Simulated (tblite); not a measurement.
Compound: C₇H₁₆N₂.
Numbering: `[CH3:1][CH:2]([CH3:3])[C@@H:4]1[CH2:5][CH2:6][N:7]([CH3:8])[NH:9]1` (hydrogens: H10, H11, H12 on C1; H13 on C2; H14, H15, H16 on C3; H17 on C4; H18, H19 on C5; H20, H21 on C6; H22, H23, H24 on C8; H25 on N9)

Computed with GFN2-xTB (tblite), gas phase: L-BFGS steps from a force-field or distance-geometry start until the largest atomic force falls under 0.01 eV/Å.

Step 65: E = -788.5640 eV
```
atom  x, y, z in Å  |  force x, y, z in eV/Å
C1     -2.2313   -1.3029   -0.5308    0.027   0.025   0.010
C2     -1.6624    0.0804   -0.2158    0.055  -0.013  -0.001
C3     -2.4014    0.6969    0.9714    0.029  -0.017  -0.019
C4     -0.1629   -0.0215    0.0668    0.045   0.008   0.012
C5      0.5094    1.2848    0.5203    0.020   0.017   0.010
C6      1.9778    0.9685    0.2424   -0.027   0.007  -0.003
N7      1.9577    0.0699   -0.9182   -0.004   0.017   0.031
C8      2.8884   -1.0294   -0.8017    0.016  -0.010  -0.026
N9      0.6115   -0.4040   -1.1139    0.008   0.008   0.026
H10    -3.2616   -1.2251   -0.8693   -0.002   0.011  -0.025
H11    -2.2130   -1.9266    0.3595    0.023  -0.012   0.019
H12    -1.6383   -1.7877   -1.3010   -0.002   0.010  -0.025
H13    -1.7984    0.7260   -1.0923   -0.019   0.003   0.005
H14    -2.1287    1.7396    1.1153   -0.010  -0.022  -0.029
H15    -2.1657    0.1519    1.8814   -0.003  -0.031   0.046
H16    -3.4741    0.6396    0.8093   -0.039   0.029  -0.013
H17     0.0154   -0.7920    0.8296   -0.044  -0.014   0.005
H18     0.3214    1.5202    1.5645    0.039   0.031   0.003
H19     0.1745    2.1129   -0.1078   -0.028  -0.007   0.023
H20     2.5682    1.8569    0.0000   -0.028  -0.036   0.006
H21     2.4301    0.4727    1.1146   -0.018   0.032  -0.035
H22     2.7977   -1.6455   -1.6924   -0.009  -0.033  -0.016
H23     2.7316   -1.6590    0.0853   -0.060   0.018   0.019
H24     3.8904   -0.6080   -0.7600    0.072  -0.014  -0.006
H25     0.2529    0.1058   -1.9228   -0.041  -0.007  -0.016
```

Step 66: E = -788.5649 eV
```
atom  x, y, z in Å  |  force x, y, z in eV/Å
C1     -2.2308   -1.3023   -0.5332    0.022   0.011   0.000
C2     -1.6612    0.0801   -0.2161    0.032  -0.009  -0.005
C3     -2.3979    0.6931    0.9745    0.016  -0.016  -0.017
C4     -0.1615   -0.0208    0.0642    0.020   0.019   0.020
C5      0.5089    1.2868    0.5177    0.023   0.006   0.009
C6      1.9770    0.9717    0.2399   -0.008  -0.011  -0.017
N7      1.9584    0.0697   -0.9189    0.006   0.009   0.020
C8      2.8857   -1.0325   -0.7965    0.017  -0.005  -0.013
N9      0.6118   -0.4015   -1.1172    0.019   0.009   0.035
H10    -3.2638   -1.2238   -0.8647    0.009   0.011  -0.016
H11    -2.2056   -1.9305    0.3543    0.022  -0.003   0.003
H12    -1.6437   -1.7827   -1.3112   -0.003   0.012  -0.009
H13    -1.8008    0.7279   -1.0910   -0.011  -0.003   0.016
H14    -2.1298    1.7373    1.1154   -0.001  -0.017  -0.018
H15    -2.1554    0.1495    1.8844   -0.011  -0.019   0.027
H16    -3.4717    0.6329    0.8174   -0.024   0.018  -0.010
H17     0.0169   -0.7909    0.8274   -0.035  -0.015   0.001
H18     0.3214    1.5222    1.5620    0.034   0.033  -0.003
H19     0.1734    2.1138   -0.1119   -0.030  -0.006   0.030
H20     2.5668    1.8597   -0.0047   -0.027  -0.028   0.003
H21     2.4312    0.4779    1.1119   -0.020   0.032  -0.024
H22     2.7988   -1.6486   -1.6884   -0.001  -0.016   0.001
H23     2.7183   -1.6626    0.0894   -0.047   0.032  -0.002
H24     3.8896   -0.6138   -0.7460    0.032  -0.034  -0.011
H25     0.2531    0.1115   -1.9241   -0.034  -0.007  -0.019
```

Step 67: E = -788.5660 eV
```
atom  x, y, z in Å  |  force x, y, z in eV/Å
C1     -2.2299   -1.3017   -0.5354    0.008   0.001  -0.012
C2     -1.6588    0.0791   -0.2156   -0.008   0.000  -0.011
C3     -2.3951    0.6901    0.9762   -0.009  -0.004  -0.015
C4     -0.1594   -0.0210    0.0653   -0.021   0.021   0.026
C5      0.5090    1.2884    0.5169    0.014  -0.011   0.009
C6      1.9761    0.9740    0.2387    0.018  -0.026  -0.031
N7      1.9589    0.0709   -0.9191    0.014   0.000  -0.016
C8      2.8860   -1.0325   -0.7955    0.006  -0.002   0.005
N9      0.6130   -0.4030   -1.1155    0.022  -0.001   0.045
H10    -3.2648   -1.2213   -0.8616    0.012   0.013  -0.002
H11    -2.2001   -1.9342    0.3493    0.025  -0.001  -0.012
H12    -1.6499   -1.7779   -1.3214    0.010   0.006   0.007
H13    -1.8026    0.7287   -1.0891    0.009  -0.010   0.026
H14    -2.1307    1.7353    1.1121    0.024  -0.001   0.006
H15    -2.1516    0.1486    1.8876   -0.014  -0.006   0.003
H16    -3.4693    0.6323    0.8199   -0.021  -0.009  -0.009
H17     0.0143   -0.7900    0.8308   -0.012  -0.013  -0.005
H18     0.3245    1.5247    1.5615    0.020   0.035  -0.005
H19     0.1710    2.1135   -0.1139   -0.025  -0.005   0.036
H20     2.5654    1.8610   -0.0056   -0.011   0.003  -0.012
H21     2.4319    0.4812    1.1092   -0.017   0.019   0.006
H22     2.7999   -1.6496   -1.6875    0.009   0.008   0.012
H23     2.7092   -1.6624    0.0892   -0.021   0.034  -0.007
H24     3.8919   -0.6162   -0.7391   -0.012  -0.050  -0.016
H25     0.2503    0.1062   -1.9228   -0.021   0.000  -0.026
```

**Question.** Estimate the geometry and energy of step 68. (The exact step hangs on the optimiser's Hessian estimate; all steps are aligned on step 67, rigid shifts and turns removed.)

**Answer.** E = -788.5664 eV, largest force 0.053 eV/Å
```
atom  x, y, z in Å  |  force x, y, z in eV/Å
C1     -2.2286   -1.3024   -0.5363    0.006  -0.001  -0.010
C2     -1.6577    0.0781   -0.2148   -0.020   0.002  -0.004
C3     -2.3940    0.6886    0.9770   -0.021   0.001  -0.007
C4     -0.1584   -0.0206    0.0658   -0.027   0.013   0.017
C5      0.5095    1.2893    0.5167    0.004  -0.016   0.008
C6      1.9762    0.9750    0.2376    0.022  -0.018  -0.029
N7      1.9595    0.0718   -0.9197    0.010  -0.007  -0.032
C8      2.8849   -1.0333   -0.7943   -0.009  -0.001   0.006
N9      0.6132   -0.4013   -1.1161    0.007   0.015   0.014
H10    -3.2634   -1.2213   -0.8621    0.006   0.014   0.001
H11    -2.1987   -1.9367    0.3472    0.028   0.000  -0.015
H12    -1.6499   -1.7765   -1.3242    0.018   0.001   0.007
H13    -1.8037    0.7282   -1.0874    0.016  -0.005   0.018
H14    -2.1305    1.7342    1.1110    0.031   0.001   0.014
H15    -2.1512    0.1483    1.8898   -0.015  -0.001  -0.011
H16    -3.4685    0.6321    0.8205   -0.018  -0.019  -0.008
H17     0.0149   -0.7901    0.8309   -0.004  -0.008  -0.009
H18     0.3264    1.5263    1.5612    0.017   0.033   0.001
H19     0.1696    2.1136   -0.1138   -0.020  -0.003   0.034
H20     2.5649    1.8619   -0.0063   -0.003   0.016  -0.020
H21     2.4326    0.4834    1.1079   -0.013   0.009   0.017
H22     2.7982   -1.6515   -1.6855    0.010   0.011   0.007
H23     2.7034   -1.6616    0.0901   -0.012   0.028   0.000
H24     3.8921   -0.6202   -0.7368   -0.019  -0.047  -0.015
H25     0.2484    0.1087   -1.9237    0.006  -0.022   0.017
```

The energy changes by -0.0005 eV. The first-order estimate −F·Δx gives -0.0006 eV and the mean of the old and new forces, exact on a quadratic surface, -0.0004 eV. The step makes an angle of 71° with the force vector and moves no atom by more than 0.006 Å.

The cost below is that of the whole relaxation. Time: 1.4 s of wall time. Hardware: one thread of an AMD EPYC 9R45, shared host with 96 logical CPUs at a one-minute load of 77.
